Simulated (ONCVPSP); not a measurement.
## Before and after: ONCV potential for Pb (Z = 82)

```
Element                 : lead (Pb)
Generator               : ONCVPSP 4.0.1
Type                    : optimised norm-conserving Vanderbilt (ONCV)
Functional              : PBEsol
Relativity              : scalar-relativistic
Frozen core             : [Xe] 4f14
Valence charge          : 14
Reference configuration : 5d10 6s2 6p2
Partial waves           : 6s: rc 1.60 bohr, ncon 3, nbas 6, qcut 3.8 1/bohr, 3 projectors, debl 2.9 Ha; 6p: rc 2.55 bohr, ncon 4, nbas 7, qcut 2.9 1/bohr, 2 projectors, debl 0.7 Ha; 5d: rc 1.30 bohr, ncon 3, nbas 7, qcut 7.7 1/bohr, 3 projectors, debl 0.3 Ha
Local potential         : polynomial inside 1.15 bohr (lpopt 5, dvloc0 3 Ha)
Core correction         : none
```

In the d channel the program set the typed energies aside and used -0.778, 0.250, 0.550 Ha.

Change: p: qcut 3.9.

Cutoffs: the cutoffs (Ha) at which the residual kinetic energy of the hardest occupied pseudo-wave falls to 1 and 0.1 mHa per electron; they do not see the model core or the augmentation charge, which bear on the density cutoff. Errors are all-electron minus pseudo energies relative to the spin-unpolarised reference configuration.

Task: What does the change do?

Result: The potential gets neither clearly harder nor softer (35 Ha and 46 Ha → 35 Ha and 46 Ha); both files keep a bound ghost (p, s); of the 4 tests that both files solve, the error grows in 1 and shrinks in 1 by more than 15 % and 0.3 meV (median size 11.9 → 18.6 meV).

```csv
quantity,base,changed
"cutoff, loose",35 Ha,35 Ha
"cutoff, tight",46 Ha,46 Ha
loose cutoff by channel,"s 35 Ha, p 4.8 Ha, d 25 Ha","s 35 Ha, p 5.2 Ha, d 25 Ha"
bound ghosts,"s, p","s, p"
GHOST(+) flags under 300 eV,s at 231.2 eV,s at 231.2 eV
"error for 5d10 6s2 6p1, meV [ΔE 6.60 eV]",-4.2,-4.4
"error for 5d10 6s2 6p0, meV [ΔE 20.05 eV]",-17,-17
"error for 5d10 6s1 6p0, meV [ΔE 52.53 eV]",-34,-28
"error for 5d10 6s0 6p4, meV [ΔE 17.91 eV]",-7.2,-20
s: phases at 1.62 bohr within 0.05 rad from the reference energy up to (Ha; the scan ends near 5),to the end of the scan,to the end of the scan
p: phases at 2.58 bohr within 0.05 rad from the reference energy up to (Ha; the scan ends near 5),2.5,n/a
d: phases at 1.32 bohr within 0.05 rad from the reference energy up to (Ha; the scan ends near 5),to the end of the scan,to the end of the scan
```

 A true bound ghost makes a file unfit for plane-wave use even where its test errors are small: the radial tests pick states by their node count and pass the ghost by.
